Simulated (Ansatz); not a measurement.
InCl2F, relaxed as a singlet with RKS r2SCAN-D4/def2-SVP in Ansatz, starting from the GFN2-xTB geometry. Force threshold 0.02 eV/Å.

In the def2 sets In takes a core potential; there is no spin–orbit coupling.

Start:

```xyz
4

In    0.0136    0.0162   -0.0092
Cl    1.1271    1.2699    1.5481
Cl    0.2778   -0.1607   -2.2753
F    -1.4185   -1.1253    0.7364
```

Q: Estimate the energy that the relaxation releases and the steps that it takes.

A: 0.9 kcal/mol, in 4 steps; 7.5 s on 4 threads of Intel Xeon on a shared host. No frequencies were taken in this run, so the end may be a saddle point.

Q: Does the start keep its bonding and symmetry?

A: By distances, no bond broke or formed. The bond that changes most is In1–F4, from 1.98 to 1.94 Å (atoms count from 1). Point group C2v at the start, C2v at the end, both within 0.05 Å.

Q: Predict the relaxed structure.

A: 
```
atom    x (Å)    y (Å)    z (Å)
 In1  -0.0482  -0.0380   0.0249
 Cl2   1.1692   1.2967   1.4789
 Cl3   0.3384  -0.1027  -2.2606
  F4  -1.4594  -1.1559   0.7568
```
Bond lengths: 2 × Cl–In 2.32 Å; 1 × F–In 1.94 Å.
